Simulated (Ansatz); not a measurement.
`CCB(N)Cl` + H–F → `CCB(F)Cl` + NH₃ at 298.15 K and 1 bar (ligand exchange at a B–N bond).

Isolated molecules relaxed with PBE0-D4/def2-TZVP in Ansatz; ΔE leaves out vibrations. CBS: MP2 limit from def2 TZ/QZ plus the TZ coupled-cluster correction, frozen cores. This one scheme is used for every species. Each species was taken in one conformer, which may not be the lowest.

| species | CCSD(T)/CBS energy (Eh) | H − E (kJ/mol) | S (J/(mol·K)) |
| --- | --- | --- | --- |
| `CCB(N)Cl` | -619.70335 | 279.1 | 338.9 |
| H–F | -100.39570 | 33.5 | 173.6 |
| `CCB(F)Cl` | -663.59538 | 211.7 | 335.7 |
| NH₃ | -56.50880 | 100.5 | 192.4 |

H − E and S are ideal-gas, rigid-rotor, harmonic terms from PBE0-D4/def2-TZVP, for one conformer and one mirror image of each species. 1 Eh = 2625.50 kJ/mol, R = 8.31446 J/(mol·K).

**Question.** By hand: ΔE, ΔH, ΔS and ΔG.

**Answer.** ΔE = (-663.59538) + (-56.50880) − (-619.70335) − (-100.39570) = -0.00513 Eh = -13.5 kJ/mol. Δ(H − E) = 211.7 + 100.5 − 279.1 − 33.5 = -0.4, so ΔH = -13.9 kJ/mol. ΔS = 335.7 + 192.4 − 338.9 − 173.6 = 15.6 J/(mol·K). ΔG = -13.9 − 298.15 × (15.6)/1000 = -18.6 kJ/mol.

**Question.** By hand: the equilibrium constant, and the temperature at which ΔG would vanish if ΔH and ΔS stayed fixed.

**Answer.** log₁₀ K = −ΔG/(RT ln 10) = 3.3. ΔH and −TΔS have one sign here, so there is no such temperature.

TΔS isn't small against ΔH here. A doubt of 5 kJ/mol in ΔE shifts log₁₀ K by 0.9 here. Other conformers and mirror images would add mixing entropy, several J/(mol·K) or more a flexible species. Modes under 60 cm⁻¹, often nearly free rotors, make the harmonic entropy too high. These are equilibria of isolated gas molecules and say nothing of rates. Largest T1 diagnostic: 0.011 (customary marks: 0.02 for closed shells, 0.045 for open ones).
